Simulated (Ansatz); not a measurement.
Two isomers of CH5FOSn: A = `FC[O][SnH3]`, B = `C[O][SnH2][F]`.

Gas-phase electronic energies from Ansatz, PBE0-D4/def2-TZVP geometries. CBS: MP2 limit from def2 TZ/QZ plus the TZ coupled-cluster correction, frozen cores. DFT in def2-TZVPP. Elements past krypton have def2 core potentials. For Sn outer-core shells are correlated without core-valence functions, which leaves a few kJ/mol of doubt a bond. Each species was taken in one conformer, which may not be the lowest.

A:

```xyz
9

F    -0.268    1.676   -0.764
C    -1.170    0.622   -0.586
O    -0.520   -0.567   -0.580
Sn    1.107   -0.753    0.553
H    -1.687    0.841    0.360
H    -1.867    0.657   -1.430
H     0.767    0.055    2.015
H     1.215   -2.441    0.723
H     2.423   -0.090   -0.291
```

B:

```xyz
9

C    -0.859   -0.633    1.012
O    -0.863   -0.182   -0.323
Sn    0.759    0.520   -1.138
F     1.180    2.104   -0.132
H    -1.821   -1.114    1.209
H    -0.069   -1.372    1.205
H    -0.738    0.193    1.722
H     2.069   -0.527   -0.854
H     0.342    1.013   -2.701
```

(1) Which is lower in electronic energy at CCSD(T)/CBS, and by how much? (Estimate.)

(2) Give E(B) − E(A) in kcal/mol with B2PLYP, BLYP-D4, CCSD(T)/def2-SVP, r2SCAN-D4, ωB97M-V, PBE0-D4, CCSD(T)/def2-TZVPP. (Best estimate.)

(3) Does the order hold for the free energy at 298.15 K (harmonic terms from PBE0-D4)? (Best estimate.)

Largest T1 diagnostic: 0.014.

## Answers

(1) The calculation gave: B, by 24.7 kcal/mol.

(2) The calculation gave: B2PLYP -23.5, BLYP-D4 -23.5, CCSD(T)/def2-SVP -18.4, r2SCAN-D4 -22.5, ωB97M-V -21.7, PBE0-D4 -21.2, CCSD(T)/def2-TZVPP -21.7. None reverses the order clearly.

(3) The calculation gave: Yes: G(B) − G(A) = -23.7 kcal/mol, for one conformer each.

Leaving LDA and LC-ωPBE aside and taking each functional with its dispersion term where it has one, the values, not all of them listed here, spread over 2.3 kcal/mol, from B2PLYP to HSE06-D4. LDA lies +4.1 kcal/mol from PBE without D4. From BLYP to BHLYP (50 % exact exchange), in def2-TZVPP and without D4, E(B) − E(A) moves by +1.5 kcal/mol.
